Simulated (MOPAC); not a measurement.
MOPAC input (AM1):

```
AM1 PRECISE GNORM=0.05 LET XYZ UHF MS=0.5 GEO-OK AUX(PRECISION=9) THREADS=1
H4NOSi

N     1.45944800 1    0.09912300 1   -0.17780100 1
Si   -0.23810700 1    0.11002200 1   -0.31958500 1
O    -1.19240000 1   -0.37082800 1    0.94902200 1
H     1.96220400 1    0.90231300 1    0.16409200 1
H     1.98714000 1   -0.75055600 1   -0.05542500 1
H    -0.62552000 1    1.49444700 1   -0.67170000 1
H    -0.66726800 1   -0.91375600 1   -1.31034800 1
```

From the output:

```
                                                       MOPAC v23.2.5 Linux

          FINAL HEAT OF FORMATION =        -31.53253 KCAL/MOL =    -131.93212 KJ/MOL

          COSMO AREA              =         96.42 SQUARE ANGSTROMS
          COSMO VOLUME            =         82.21 CUBIC ANGSTROMS

          GRADIENT NORM           =          0.04539          =       0.01716 PER ATOM
          IONIZATION POTENTIAL    =         10.362326 EV
          ALPHA SOMO LUMO (EV)    =        -10.478  1.430
          BETA  SOMO LUMO (EV)    =        -10.362 -0.622
          NO. OF ALPHA ELECTRONS  =         10
          NO. OF BETA  ELECTRONS  =          9
          MOLECULAR WEIGHT        =         62.1232         POINT GROUP:  Cs

          MOLECULAR DIMENSIONS (Angstroms)

            Atom       Atom       Distance
            H     7    H     4     3.50664
            H     5    H     6     3.29812
            H     4    O     3     2.22434

          SCF CALCULATIONS        =         36

   ATOM   CHEMICAL          X               Y               Z
  NUMBER   SYMBOL      (ANGSTROMS)     (ANGSTROMS)     (ANGSTROMS)

     1       N          1.42770209  *   0.08613460  *  -0.10277207  *
     2      Si         -0.23135906  *   0.10975333  *  -0.39616204  *
     3       O         -1.15299128  *  -0.35618404  *   1.03202086  *
     4       H          1.92943120  *   0.84259776  *   0.27769658  *
     5       H          1.98981984  *  -0.71716443  *  -0.18922646  *
     6       H         -0.71287370  *   1.44815067  *  -0.73916566  *
     7       H         -0.62411086  *  -0.84964361  *  -1.42883589  *

                             CARTESIAN COORDINATES

   1    N        1.427702085     0.086134596    -0.102772069
   2   Si       -0.231359060     0.109753334    -0.396162043
   3    O       -1.152991280    -0.356184039     1.032020863
   4    H        1.929431198     0.842597760     0.277696577
   5    H        1.989819838    -0.717164426    -0.189226456
   6    H       -0.712873698     1.448150666    -0.739165664
   7    H       -0.624110858    -0.849643607    -1.428835894

           Empirical Formula: H4 N O Si  =     7 atoms

      MOLECULAR POINT GROUP   :   Cs

          ALPHA EIGENVALUES
 -34.95685 -32.70297 -17.21215 -17.20901 -14.98607 -14.86173 -14.04308 -12.29705
 -11.78636 -10.47781   1.42990   1.51782   1.65172   2.05961   5.26884   6.10455

           BETA EIGENVALUES
 -32.73050 -31.27818 -17.13469 -17.06867 -14.66201 -13.46443 -12.31781 -11.63729
 -10.36233  -0.62220   1.60457   1.76864   2.20424   2.20674   5.25401   6.10091

              NET ATOMIC CHARGES AND DIPOLE CONTRIBUTIONS

  ATOM NO.   TYPE          CHARGE      No. of ELECS.   s-Pop       p-Pop
    1          N          -0.737454        5.7375     1.49851     4.23895
    2         Si           1.222374        2.7776     0.79414     1.98348
    3          O          -0.425945        6.4259     1.94723     4.47872
    4          H           0.191355        0.8086     0.80865
    5          H           0.191353        0.8086     0.80865
    6          H          -0.221001        1.2210     1.22100
    7          H          -0.220683        1.2207     1.22068
 DIPOLE           X         Y         Z       TOTAL
 POINT-CHG.     0.964     0.547    -1.693     2.023
 HYBRID         0.958    -0.039     0.255     0.992
 SUM            1.922     0.508    -1.438     2.453

          ATOMIC ORBITAL ELECTRON POPULATIONS

     Atom    s        px        py        pz
    1  N   1.49851   1.25054   1.18979   1.79862
    2 Si   0.79414   0.56204   0.76341   0.65803
    3  O   1.94723   1.82198   1.06940   1.58733
    4  H   0.80865
    5  H   0.80865
    6  H   1.22100
    7  H   1.22068

                    (SZ)    =    0.500000
                    (S**2)  =    0.758953

          ATOMIC ORBITAL SPIN POPULATIONS

    Atom   Total    s     px     py     pz
         Atomic
    1  N -0.0120 -0.001 -0.001 -0.001 -0.009
    2 Si -0.1344 -0.027 -0.013 -0.056 -0.038
    3  O  1.0047  0.007  0.018  0.871  0.109
    4  H -0.0009 -0.001
    5  H -0.0009 -0.001
    6  H  0.0713  0.071
    7  H  0.0722  0.072

 **********************
 *                    *
 * JOB ENDED NORMALLY *
 *                    *
 **********************

 == MOPAC DONE ==
```

The geometry given is a B3LYP-D3(BJ)/def2-TZVP minimum.
